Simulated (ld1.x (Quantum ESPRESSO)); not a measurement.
An all-electron radial function and its pseudo partner (silver)

Columns: radius, all-electron u(r) and pseudo u(r) of the 5p shell (level -0.74 eV) of silver in the configuration [Kr] 4d10 5s1 5p0; PBE, scalar-relativistic, PAW scheme, ld1.x (Quantum ESPRESSO) 7.5.

| r (bohr) | all-electron | pseudo |
| --- | --- | --- |
| 0.158 | -0.0230 | -0.0031 |
| 0.315 | -0.0783 | -0.0120 |
| 0.473 | 0.0307 | -0.0266 |
| 0.630 | 0.1214 | -0.0461 |
| 0.788 | 0.1459 | -0.0699 |
| 0.945 | 0.1185 | -0.0968 |
| 1.102 | 0.0634 | -0.1261 |
| 1.260 | -0.0022 | -0.1569 |
| 1.418 | -0.0680 | -0.1881 |
| 1.575 | -0.1289 | -0.2187 |
| 1.732 | -0.1833 | -0.2483 |
| 1.890 | -0.2311 | -0.2763 |
| 2.047 | -0.2719 | -0.3023 |
| 2.205 | -0.3069 | -0.3261 |
| 2.362 | -0.3362 | -0.3475 |
| 2.520 | -0.3607 | -0.3666 |
| 2.678 | -0.3809 | -0.3835 |
| 2.835 | -0.3972 | -0.3980 |
| 2.992 | -0.4101 | -0.4103 |
| 3.150 | -0.4202 | -0.4202 |
| 3.308 | -0.4277 | -0.4277 |
| 3.465 | -0.4329 | -0.4329 |
| 3.622 | -0.4362 | -0.4362 |
| 3.780 | -0.4377 | -0.4377 |
| 3.938 | -0.4377 | -0.4377 |
| 4.095 | -0.4364 | -0.4364 |

Question: How many radial nodes do the two functions have?

Answer: The all-electron 5p function has n − l − 1 = 3 (the table is too coarse to show those close to the nucleus); the pseudo-wave has 0, since the states of the same l below it are removed with the core.

Question: At about which radius was the pseudo-wave matched?

Answer: 3.15 bohr. The columns agree to 0.0005 from 2.99 bohr on; several derivatives are matched, so the curves merge somewhat inside the radius.

Question: Is the pseudo-wave norm-conserving?

Answer: No, it belongs to a PAW set: the norm inside the radius is not constrained, and the difference is carried by the augmentation charge.
